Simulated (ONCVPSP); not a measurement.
## Which change was made? (Bi, ONCV)

* Element: Bi (Z = 83)
* Generator: ONCVPSP 4.0.1
* Type: optimised norm-conserving Vanderbilt (ONCV)
* Functional: LDA (Perdew-Wang 92)
* Relativity: scalar-relativistic
* Frozen core: [Xe] 4f14 5d10
* Valence charge: 5
* Reference configuration: 6s2 6p2 (charge +1)
* Partial waves: 6s: rc 1.65 bohr, ncon 4, nbas 7, qcut 3.8 1/bohr, 2 projectors, debl 3.2 Ha; 6p: rc 2.50 bohr, ncon 3, nbas 6, qcut 2.8 1/bohr, 2 projectors, debl 2.1 Ha
* Local potential: polynomial inside 1.55 bohr (lpopt 1, dvloc0 6 Ha)
* Core correction: Teter function, fcfact 2.25, rcfact 1.7

Cutoffs, loose and tight: the cutoffs (Ha) at which the residual kinetic energy of the hardest occupied pseudo-wave falls to 1 and 0.1 mHa per electron. They do not see the model core or the augmentation charge, which bear on the density cutoff. Test errors are all-electron minus pseudo excitation energies from the reference, over the configurations 6s2 6p3; 6s2 6p1; 6s2 6p0; 6s0 6p5; variants that change the core or the reference have their own tests.

The base gives: outcome: generated; cutoff, loose: 36 Ha; cutoff, tight: 47 Ha; bound ghosts: s; GHOST(+) flags above zero: none; largest test error (meV): -419.

Question: After one change the result is: outcome: generated; cutoff, loose: 36 Ha; cutoff, tight: 47 Ha; bound ghosts: s; GHOST(+) flags above zero: none; largest test error (meV): -192. Which change was it?
A. s: nproj 1
B. core correction polynomial model core, fcfact 0.6
C. s: rc 1.86

Answer: B. The others give: s: rc 1.86 → outcome: failed: ERROR pspot: first pseudo wave function has node, program will stop | s: nproj 1 → outcome: generated; cutoff, loose: 36 Ha; cutoff, tight: 47 Ha; bound ghosts: none; GHOST(+) flags above zero: s; largest test error (meV): -411.
